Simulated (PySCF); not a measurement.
## Working out the ionisation energy of Cr

Cr [Ar] 3d5 4s1 (7S) → Cr⁺ [Ar] 3d5 (6S). Computed with PySCF 2.14 in cc-pVDZ, with the non-relativistic Hamiltonian (point nucleus). Frozen: [Ar]. Energies in hartree (1 hartree = 27.21139 eV):

```json
{"part": "UHF", "Cr (lower)": "-1043.355069", "Cr⁺ (upper)": "-1043.137836"}
{"part": "MP2 opposite-spin", "Cr (lower)": "0.000000", "Cr⁺ (upper)": "0.000000"}
{"part": "MP2 same-spin", "Cr (lower)": "-0.080077", "Cr⁺ (upper)": "-0.064969"}
```

Problem. What does Hartree-Fock give?

Solution. (-1043.137836) − (-1043.355069) = 0.217233 hartree = 5.911 eV.

Problem. What do MP2 and SCS-MP2 (6/5 opposite-spin, 1/3 same-spin) give?

Solution. The opposite-spin parts differ by 0.000 eV and the same-spin parts by 0.411 eV. MP2: 5.911 + (0.000) + (0.411) = 6.322 eV. SCS-MP2: 5.911 + 1.2 × (0.000) + (0.411)/3 = 6.048 eV.

Measured between the centres of the two terms (NIST): 6.767 eV, so MP2 (valence) is off by -0.445 eV.

The calculation is non-relativistic.

A double-zeta basis recovers only part of the correlation energy.

What remains against the reference includes basis incompleteness, the frozen core and correlation beyond second order.
